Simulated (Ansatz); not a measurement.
Pb2O⁻. The state is a doublet with charge -1. Geometry PBE0-D4/def2-TZVP, that of the neutral singlet; atoms count from 1.

| atom | x (Å) | y (Å) | z (Å) |
| --- | --- | --- | --- |
| Pb1 | 0.642 | -0.911 | 1.104 |
| Pb2 | -1.303 | 0.200 | -0.849 |
| O3 | 0.662 | 0.710 | -0.255 |

In the def2 sets Pb takes a core potential; there is no spin–orbit coupling. The highest occupied level of the charge -1 doublet lies above zero (up to 0.40 eV). Its loss leaves the charge 0 singlet, which lies 1.08 eV higher (vertical, at PBE0-D4/def2-TZVPD), but this difference is unsure: the singlet is doubtful (restricted singlet, unstable towards broken spin symmetry at other levels and untested here). The structure comes from a short search, and lower isomers may exist.

Q: Estimate the Mulliken populations from the PBE0/def2-TZVPD orbitals of Ansatz.

A: 
```
atom  charge (e)  spin (α − β)
 Pb1       -0.13          0.47
 Pb2       -0.13          0.47
  O3       -0.75          0.07
```
Mulliken values and Mayer orders depend strongly on the basis. With diffuse functions, as here, like atoms can get unlike values, and bond orders can come out too low or too high.

Q: Where does the spin sit?

A: Summed by element: Pb 0.93, O 0.07, of 1 unpaired in all. Largest on single atoms: Pb1 0.47, Pb2 0.47, O3 0.07.

Q: And the Mayer bond orders between bonded heavy atoms (over 0.3)?

A: Pb1–Pb2 1.70 (2.97 Å); Pb1–O3 0.64 (2.12 Å); Pb2–O3 0.64 (2.12 Å).
